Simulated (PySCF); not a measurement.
C9H8.
Numbering: `[CH2:1]=[CH:2][C:3]#[C:4][C:5]#[C:6][CH:7]1[CH2:8][CH2:9]1` (hydrogens: H10, H11 on C1; H12 on C2; H13 on C7; H14, H15 on C8; H16, H17 on C9)

Computed geometry: GFN2-xTB, gas phase.

(1) List the bond lengths, angles and torsions at this level.

## Answers

(1) 
```json
{"bond": "C1=C2", "length (Å)": "1.331", "order": "double"}
{"bond": "C2–C3", "length (Å)": "1.402", "order": "single"}
{"bond": "C3≡C4", "length (Å)": "1.213", "order": "triple"}
{"bond": "C4–C5", "length (Å)": "1.352", "order": "single"}
{"bond": "C5≡C6", "length (Å)": "1.210", "order": "triple"}
{"bond": "C6–C7", "length (Å)": "1.422", "order": "single"}
{"bond": "C7–C8, C7–C9", "length (Å)": "1.509", "order": "single"}
{"bond": "C8–C9", "length (Å)": "1.493", "order": "single"}
{"bond": "C1–H10", "length (Å)": "1.077", "order": "single"}
{"bond": "C1–H11", "length (Å)": "1.076", "order": "single"}
{"bond": "C2–H12", "length (Å)": "1.084", "order": "single"}
{"bond": "C7–H13", "length (Å)": "1.085", "order": "single"}
{"bond": "C8–H14, C9–H17", "length (Å)": "1.080", "order": "single"}
{"bond": "C8–H15, C9–H16", "length (Å)": "1.080", "order": "single"}
```

Bonds in one row agree within 0.01 Å and their mean is given. Orders are formal, as drawn. A selection of angles:
```json
{"angle": "C1–C2–C3", "degrees": "123.7"}
{"angle": "C2–C3–C4", "degrees": "179.1"}
{"angle": "C3–C4–C5", "degrees": "179.0"}
{"angle": "C4–C5–C6", "degrees": "179.1"}
{"angle": "C5–C6–C7", "degrees": "178.4"}
{"angle": "C6–C7–C8", "degrees": "119.3"}
{"angle": "C8–C7–C9", "degrees": "59.3"}
{"angle": "C7–C8–C9", "degrees": "60.4"}
```

Torsions: C6–C7–C8–C9 108° (anticlinal); C6–C7–C9–C8 -109° (anticlinal). The mirror-image conformer, all signs reversed, is as good.

The 3-membered ring C7–C8–C9 has internal angles of 59.3° to 60.4°. The C–C distances run from 1.210 Å (C5≡C6, drawn triple) to 1.509 Å (C7–C9, drawn single), a spread of 0.299 Å.

Point group: C1 (no symmetry element, even within 0.4 Å). No frequency check.
